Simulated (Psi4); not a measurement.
Job for Psi4: SAPT0/jun-cc-pV(D+d)Z on CH5F (a complex), monomers drawn apart or pushed together.

```
memory 8100 MB

molecule dimer {
0 1
F    -0.30930747   -0.02402792   -0.31728572
H    -0.24903741   -0.01129726    0.60755849
--
0 1
C    -0.01254614   -0.03314966    3.23382224
H    -0.21581723    0.98322356    2.89402934
H     0.06487830   -0.02652708    4.31948402
H    -0.82740714   -0.69888650    2.94693743
H     0.93036173   -0.38935359    2.81787564
units angstrom
symmetry c1
no_reorient
no_com
}

set {
  basis jun-cc-pV(D+d)Z
  scf_type df
  freeze_core true
}

energy('sapt0')
```

Output:

```
[...]
==> Input File <==

--------------------------------------------------------------------------
memory 8100 MB

molecule dimer {
0 1
F    -0.30930747   -0.02402792   -0.31728572
H    -0.24903741   -0.01129726    0.60755849
--
0 1
C    -0.01254614   -0.03314966    3.23382224
H    -0.21581723    0.98322356    2.89402934
H     0.06487830   -0.02652708    4.31948402
H    -0.82740714   -0.69888650    2.94693743
H     0.93036173   -0.38935359    2.81787564
units angstrom
symmetry c1
no_reorient
no_com
}

set {
  basis jun-cc-pV(D+d)Z
  scf_type df
  freeze_core true
}

energy('sapt0')
--------------------------------------------------------------------------


   => Loading Basis Set <=

    Name: JUN-CC-PV(D+D)Z
    Role: ORBITAL
    Keyword: BASIS
    atoms 1      entry F          line   290 file jun-cc-pv_dpd_z.gbs
    atoms 2, 4-7 entry H          line    60 file jun-cc-pv_dpd_z.gbs
    atoms 3      entry C          line   188 file jun-cc-pv_dpd_z.gbs

   => Loading Basis Set <=

    Name: JUN-CC-PV(D+D)Z
    Role: ORBITAL
    Keyword: BASIS
    atoms 1      entry F          line   290 file jun-cc-pv_dpd_z.gbs
    atoms 2, 4-7 entry H          line    60 file jun-cc-pv_dpd_z.gbs
    atoms 3      entry C          line   188 file jun-cc-pv_dpd_z.gbs


  //>>>>>>>>>>>>>>>>>>>>>>>>>>>>>>>>>>>//
  //              Dimer HF             //
  //<<<<<<<<<<<<<<<<<<<<<<<<<<<<<<<<<<<//

   => Libint2 <=

    Primary   basis highest AM E, G, H:  7, 6, 3
    Auxiliary basis highest AM E, G, H:  7, 7, 4
    Onebody   basis highest AM E, G, H:  -, -, -
    Solid Harmonics ordering:            Gaussian


   => Loading Basis Set <=

    Name: JUN-CC-PV(D+D)Z
    Role: ORBITAL
    Keyword: BASIS
    atoms 1      entry F          line   290 file jun-cc-pv_dpd_z.gbs
    atoms 2, 4-7 entry H          line    60 file jun-cc-pv_dpd_z.gbs
    atoms 3      entry C          line   188 file jun-cc-pv_dpd_z.gbs


         ---------------------------------------------------------
                                   SCF
               by Justin Turney, Rob Parrish, Andy Simmonett
                          and Daniel G. A. Smith
                              RHF Reference
                        4 Threads,   7724 MiB Core
         ---------------------------------------------------------

  ==> Geometry <==

    Molecular point group: c1
    Full point group: C1

    Geometry (in Angstrom), charge = 0, multiplicity = 1:

       Center              X                  Y                   Z               Mass
    ------------   -----------------  -----------------  -----------------  -----------------
         F           -0.309307470000    -0.024027920000    -0.317285720000    18.998403162730
         H           -0.249037410000    -0.011297260000     0.607558490000     1.007825032230
         C           -0.012546140000    -0.033149660000     3.233822240000    12.000000000000
         H           -0.215817230000     0.983223560000     2.894029340000     1.007825032230
         H            0.064878300000    -0.026527080000     4.319484020000     1.007825032230
         H           -0.827407140000    -0.698886500000     2.946937430000     1.007825032230
         H            0.930361730000    -0.389353590000     2.817875640000     1.007825032230

  Running in c1 symmetry.

  Rotational constants: A =      3.29348  B =      0.09721  C =      0.09616 [cm^-1]
  Rotational constants: A =  98735.90688  B =   2914.31048  C =   2882.94361 [MHz]
  Nuclear repulsion =   33.824970857851284

  Charge       = 0
  Multiplicity = 1
  Electrons    = 20
  Nalpha       = 10
  Nbeta        = 10

  ==> Algorithm <==

  SCF Algorithm Type is DF.
  DIIS enabled.
  MOM disabled.
  Fractional occupation disabled.
  Guess Type is SAD.
  Energy threshold   = 1.00e-08
  Density threshold  = 1.00e-08
  Integral threshold = 1.00e-12

  ==> Primary Basis <==

  Basis Set: JUN-CC-PV(D+D)Z
    Blend: JUN-CC-PV(D+D)Z
    Number of shells: 31
    Number of basis functions: 61
    Number of Cartesian functions: 63
    Spherical Harmonics?: true
    Max angular momentum: 2

   => Loading Basis Set <=

    Name: (JUN-CC-PV(D+D)Z AUX)
    Role: JKFIT
    Keyword: DF_BASIS_SCF
    atoms 1      entry F          line   314 file jun-cc-pvdz-jkfit.gbs
    atoms 2, 4-7 entry H          line    70 file jun-cc-pvdz-jkfit.gbs
    atoms 3      entry C          line   146 file jun-cc-pvdz-jkfit.gbs

  ==> Integral Setup <==

  DFHelper Memory: AOs need 0.009 GiB; user supplied 5.658 GiB.
  SCF_SUBTYPE=INCORE selected. In-core MEM_DF algorithm will be used.
  Using in-core AOs.

  ==> MemDFJK: Density-Fitted J/K Matrices <==

    J tasked:                   Yes
    K tasked:                   Yes
    wK tasked:                   No
    OpenMP threads:               4
    Algorithm:                 Core
    Schwarz Cutoff:           1E-12
    Mask sparsity (%):       1.6662
    Fitting Condition:        1E-10

   => Auxiliary Basis Set <=

  Basis Set: (JUN-CC-PV(D+D)Z AUX)
    Blend: JUN
[...]
543575    47A      2.793872
      48A      2.794104    49A      2.815985    50A      2.830597
      51A      2.968842    52A      3.876983    53A      5.741068
      54A      5.741070    55A      6.027442    56A      6.027581
      57A      6.690403    58A      7.081196    59A      7.081322
      60A      7.973827    61A     42.859480

    Final Occupation by Irrep:
              A
    DOCC [     5 ]
    NA   [     5 ]
    NB   [     5 ]

  @DF-RHF Final Energy:   -40.19900495941368

   => Energetics <=

    Nuclear Repulsion Energy =             13.4347723240693533
    One-Electron Energy =                 -79.6879861872919690
    Two-Electron Energy =                  26.0542089038089308
    Total Energy =                        -40.1990049594136849

Computation Completed


Properties will be evaluated at   0.000000,   0.000000,   0.000000 [a0]

Properties computed using the SCF density matrix


 Multipole Moments:

 ------------------------------------------------------------------------------------
     Multipole            Electronic (a.u.)      Nuclear  (a.u.)        Total (a.u.)
 ------------------------------------------------------------------------------------

 L = 1.  Multiply by 2.5417464519 to convert [e a0] to [Debye]
 Dipole X            :          0.2332474           -0.2329299            0.0003175
 Dipole Y            :          0.6245763           -0.6244441            0.0001322
 Dipole Z            :        -61.1857182           61.1917128            0.0059946
 Magnitude           :                                                    0.0060045

 ------------------------------------------------------------------------------------

  Constructing Basis Sets for SAPT...

   => Loading Basis Set <=

    Name: (JUN-CC-PV(D+D)Z AUX)
    Role: RIFIT
    Keyword: DF_BASIS_SAPT
    atoms 1      entry F          line   232 file jun-cc-pvdz-ri.gbs
    atoms 2, 4-7 entry H          line    30 file jun-cc-pvdz-ri.gbs
    atoms 3      entry C          line   100 file jun-cc-pvdz-ri.gbs

   => Loading Basis Set <=

    Name: (JUN-CC-PV(D+D)Z AUX)
    Role: JKFIT
    Keyword: DF_BASIS_ELST
    atoms 1      entry F          line   314 file jun-cc-pvdz-jkfit.gbs
    atoms 2, 4-7 entry H          line    70 file jun-cc-pvdz-jkfit.gbs
    atoms 3      entry C          line   146 file jun-cc-pvdz-jkfit.gbs


  //>>>>>>>>>>>>>>>>>>>>>>>>>>>>>>>>>>>//
  //               SAPT0               //
  //<<<<<<<<<<<<<<<<<<<<<<<<<<<<<<<<<<<//



        SAPT0
    Ed Hohenstein
     6 June 2009

      Orbital Information
  --------------------------
    NSO        =        61
    NMO        =        61
    NRI        =       200
    NRI (Elst) =       273
    NOCC A     =         5
    NOCC B     =         5
    FOCC A     =         1
    FOCC B     =         1
    NVIR A     =        56
    NVIR B     =        56

    Elst10,r            =    -0.001006945995 [Eh]
    Exch10              =     0.001093086232 [Eh]
    Exch10 (S^2)        =     0.001092164262 [Eh]

    Maxiter = 50
    CPHF R converge = 1.000000E-08

    Iter     Energy [mEh]          dE [mEh]         Residual      Time [s]
       1      -0.02661390       0.026613896     5.821876e-04             0
       2      -0.03084760       0.004233707     7.120346e-05             0
       3      -0.03083873      -0.000008874     1.986895e-05             0
       4      -0.03081309      -0.000025642     3.483488e-06             0
       5      -0.03081342       0.000000336     8.935808e-07             0
       6      -0.03081410       0.000000675     1.505905e-07             0
       7      -0.03081395      -0.000000145     1.249638e-08             0
       8      -0.03081396       0.000000008     1.665352e-09             0

    CHF Iterations converged

    Maxiter = 50
    CPHF R converge = 1.000000E-08

    Iter     Energy [mEh]          dE [mEh]         Residual      Time [s]
       1      -0.68008557       0.680085574     4.182741e-03             0
       2      -0.77468735       0.094601780     1.124484e-03             0
       3      -0.79288023       0.018192880     2.406723e-04             0
       4      -0.79335802       0.000477782     4.528618e-05             0
       5      -0.79253530      -0.000822720     6.377449e-06             0
       6      -0.79261260       0.000077304     8.586918e-07             0
       7      -0.79260812      -0.000004479     1.047661e-07             0
       8      -0.79260839       0.000000274     1.814007e-08             0
       9      -0.79260836      -0.000000032     1.328521e-09             0

    CHF Iterations converged

    Ind20,r (A<-B)      =    -0.000030813962 [Eh]
    Ind20,r (B<-A)      =    -0.000792608362 [Eh]
    Ind20,r             =    -0.000823422324 [Eh]
    Exch-Ind20,r (A<-B) =     0.000027093332 [Eh]
    Exch-Ind20,r (B<-A) =     0.000185230467 [Eh]
    Exch-Ind20,r        =     0.000212323799 [Eh]
    Disp20              =    -0.000739357754 [Eh]
    Disp20 (SS)         =    -0.000369678877 [Eh]
    Disp20 (OS)         =    -0.000369678877 [Eh]
    Exch-Disp20         =     0.000046673729 [Eh]
    Exch-Disp20 (SS)    =     0.000026446906 [Eh]
    Exch-Disp20 (OS)    =     0.000020226823 [Eh]

    SAPT Results
  --------------------------------------------------------------------------------------------------------
    Electrostatics                 -1.00694600 [mEh]      -0.63186815 [kcal/mol]      -2.64373635 [kJ/mol]
      Elst10,r                     -1.00694600 [mEh]      -0.63186815 [kcal/mol]      -2.64373635 [kJ/mol]

    Exchange                        1.09308623 [mEh]       0.68592197 [kcal/mol]       2.86989751 [kJ/mol]
      Exch10                        1.09308623 [mEh]       0.68592197 [kcal/mol]       2.86989751 [kJ/mol]
      Exch10(S^2)                   1.09216426 [mEh]       0.68534342 [kcal/mol]       2.86747687 [kJ/mol]

    Induction                      -0.74684472 [mEh]      -0.46865214 [kcal/mol]      -1.96084054 [kJ/mol]
      Ind20,r                      -0.82342232 [mEh]      -0.51670531 [kcal/mol]      -2.16189501 [kJ/mol]
      Exch-Ind20,r                  0.21232380 [mEh]       0.13323520 [kcal/mol]       0.55745606 [kJ/mol]
      delta HF,r (2)               -0.13574619 [mEh]      -0.08518202 [kcal/mol]      -0.35640158 [kJ/mol]

    Dispersion                     -0.69268402 [mEh]      -0.43466579 [kcal/mol]      -1.81864166 [kJ/mol]
      Disp20                       -0.73935775 [mEh]      -0.46395400 [kcal/mol]      -1.94118352 [kJ/mol]
      Exch-Disp20                   0.04667373 [mEh]       0.02928821 [kcal/mol]       0.12254186 [kJ/mol]
      Disp20 (SS)                  -0.36967888 [mEh]      -0.23197700 [kcal/mol]      -0.97059176 [kJ/mol]
      Disp20 (OS)                  -0.36967888 [mEh]      -0.23197700 [kcal/mol]      -0.97059176 [kJ/mol]
      Exch-Disp20 (SS)              0.02644691 [mEh]       0.01659568 [kcal/mol]       0.06943634 [kJ/mol]
      Exch-Disp20 (OS)              0.02022682 [mEh]       0.01269252 [kcal/mol]       0.05310552 [kJ/mol]

  Total HF                         -0.66070448 [mEh]      -0.41459832 [kcal/mol]      -1.73467938 [kJ/mol]
  Total SAPT0                      -1.35338851 [mEh]      -0.84926411 [kcal/mol]      -3.55332103 [kJ/mol]

  Special recipe for scaled SAPT0 (see Manual):
    Electrostatics sSAPT0          -1.00694600 [mEh]      -0.63186815 [kcal/mol]      -2.64373635 [kJ/mol]
    Exchange sSAPT0                 1.09308623 [mEh]       0.68592197 [kcal/mol]       2.86989751 [kJ/mol]
    Induction sSAPT0               -0.74630655 [mEh]      -0.46831443 [kcal/mol]      -1.95942759 [kJ/mol]
    Dispersion sSAPT0              -0.69256572 [mEh]      -0.43459155 [kcal/mol]      -1.81833106 [kJ/mol]
  Total sSAPT0                     -1.35273204 [mEh]      -0.84885217 [kcal/mol]      -3.55159748 [kJ/mol]
  --------------------------------------------------------------------------------------------------------



*** Psi4 exiting successfully. Buy a developer a beer!
```

The run finished.

Cost: about 6 core-seconds (a rough figure).
